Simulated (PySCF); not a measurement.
GeH₈OSi₂.
Atom-mapped SMILES: `[SiH3:1][O:2][SiH2:3][GeH3:4]` (hydrogens: H5, H6, H7 on Si1; H8, H9 on Si3; H10, H11, H12 on Ge4)

Geometry (PBE0-D3(BJ)/def2-SVP, Å), atoms numbered from 1 in this order:
```xyz
12
GeH8OSi2 angstrom
Si    -2.3049    0.5208    0.2353
O     -1.0053   -0.3515   -0.3110
Si     0.3971   -1.1294    0.1258
Ge     2.2323    0.3646   -0.1441
H     -3.2269   -0.3584    1.0157
H     -1.8505    1.6418    1.1137
H     -3.0244    1.0765   -0.9445
H      0.5644   -2.3294   -0.7457
H      0.3181   -1.5862    1.5504
H      1.9994    1.6477    0.6770
H      2.3966    0.7630   -1.6228
H      3.5447   -0.2866    0.3349
```

Method: PBE0-D3(BJ)/def2-SVP geometry optimisation, gas phase in PySCF.

Masses are those of the commonest isotopes; rigid-rotor values at the optimised geometry. The values belong to one conformer with, in the numbering `[SiH3:1][O:2][SiH2:3][GeH3:4]`, Si1–O2–Si3–Ge4 -95°.

(1) What are A, B and C (MHz)?

(2) Classify the top.

(3) What does the inertial defect say?

(4) Give the other two planar moments, Paa and Pbb, and the rms extents of the mass along the axes.

(5) Where do the levels up to J = 3 lie, in MHz?

(6) Which lines would a microwave search look for?

## Answers

(1) Ia = 82.06, Ib = 538.13, Ic = 596.08 u·Å²; 505379 MHz·u·Å²/I gives A = 6159, B = 939.1, C = 847.8 MHz.

(2) A near-prolate asymmetric top. Ray's parameter κ = (2B − A − C)/(A − C) = -0.966; −1 is the prolate and +1 the oblate limit.

(3) Not planar: Δ = Ic − Ia − Ib = -24.11 u·Å². For a rigid frame Δ = −2 Σ m c², so Σ m c² = 12.06 u·Å² lies off the ab plane: 8.98 from hydrogen and 3.07 from heavier atoms. The atom farthest from that plane is 1.49 Å away.

(4) Paa = Σ m a² = (Ib + Ic − Ia)/2 = 526.08 and Pbb = Σ m b² = (Ia + Ic − Ib)/2 = 70.00 u·Å². With the mass M = 153.93 u, the rms extents √(P/M) along a, b and c are 1.85, 0.67, 0.28 Å.

(5) Above 0(0,0):
J = 1: 1(0,1) 1787, 1(1,1) 7007, 1(1,0) 7098
J = 2: 2(0,2) 5360, 2(1,2) 10489, 2(1,1) 10763, 2(2,1) 26422, 2(2,0) 26423
J = 3: 3(0,3) 10716, 3(1,3) 15713, 3(1,2) 16260, 3(2,2) 31783, 3(2,1) 31789, 3(3,1) 58110, 3(3,0) 58110
The levels of one J sum to (2J + 1)J(J + 1)(A + B + C)/3.

(6) The dipole components are |μa| = 0.16 D, |μb| = 0.06 D, |μc| = 0.41 D. The squared components, which scale the intensities, stand as 0.16 : 0.02 : 1.00 (a : b : c). Some lines, for components of 0.1 D or more:

```csv
type,branch,"J(Ka,Kc)",MHz,lower level (cm⁻¹)
a,Q,"3(1,2) ← 3(1,3)",548,0.524
a,Q,"4(1,3) ← 4(1,4)",913,0.756
a,R,"1(0,1) ← 0(0,0)",1787,0.000
a,R,"2(1,2) ← 1(1,1)",3483,0.234
a,R,"2(1,1) ← 1(1,0)",3665,0.237
c,Q,"4(1,4) ← 4(0,4)",4824,0.595
c,Q,"2(1,2) ← 2(0,2)",5130,0.179
a,R,"3(2,1) ← 2(2,0)",5366,0.881
a,R,"3(1,2) ← 2(1,1)",5497,0.359
a,R,"4(1,4) ← 3(1,3)",6963,0.524
c,R,"1(1,0) ← 0(0,0)",7098,0.000
a,R,"4(2,2) ← 3(2,1)",7159,1.060
a,R,"4(1,3) ← 3(1,2)",7328,0.542
c,R,"2(1,1) ← 1(0,1)",8976,0.060
c,Q,"4(2,3) ← 4(1,3)",15342,0.787
c,Q,"2(2,1) ← 2(1,1)",15659,0.359
c,R,"2(2,0) ← 1(1,0)",19325,0.237
c,R,"3(2,1) ← 2(1,1)",21026,0.359
c,R,"4(2,3) ← 3(1,3)",23217,0.524
c,Q,"4(3,2) ← 4(2,2)",26313,1.299
c,Q,"3(3,1) ← 3(2,1)",26321,1.060
c,R,"3(3,0) ← 2(2,0)",31687,0.881
c,R,"3(3,1) ← 2(2,1)",31688,0.881
c,R,"4(3,1) ← 3(2,1)",33472,1.060
c,Q,"4(4,1) ← 4(3,1)",36855,2.177
c,R,"4(4,0) ← 3(3,0)",44005,1.938
```

Stationary, but not proved a minimum. No vibrational averaging or centrifugal distortion is included, and the geometry carries the error of its method. A rigid rotor knows nothing of internal rotation, which can split or shift real lines.

On one thread of an Arm Neoverse V1, shared host with 32 logical CPUs at a one-minute load of 17, this took 92 s wall and 0.51 GiB of memory at its peak. This is the geometry optimisation.
